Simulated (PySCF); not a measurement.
A structure optimised at PBE0-D3(BJ)/def2-SVP, used in a PySCF frequency run:

```
C
C 1 1.3433
H 2 1.0978 1 119.03
H 1 1.0990 2 118.24 3 -179.67
C 2 1.4523 3 116.73 1 179.89
C 5 1.3407 2 124.63 3 0.01
H 6 1.0923 5 121.59 2 179.97
H 6 1.0946 7 117.16 5 -180.00
H 5 1.0970 6 119.14 7 -0.02
C 1 1.4932 4 116.29 2 -179.10
H 10 1.1024 1 109.52 4 -177.41
H 10 1.1057 11 106.23 1 -117.53
C 10 1.5266 11 110.12 12 -117.65
H 13 1.1006 10 111.24 11 59.08
H 13 1.1007 14 108.06 10 122.09
H 13 1.1017 14 107.62 15 115.79
```

Problem. Write its SMILES and formula.

Solution. C=C/C=C/CC, C6H10

Problem. What are its rotational constants (standard atomic weights)?

Solution. 15.365, 1.2953, 1.2816 GHz
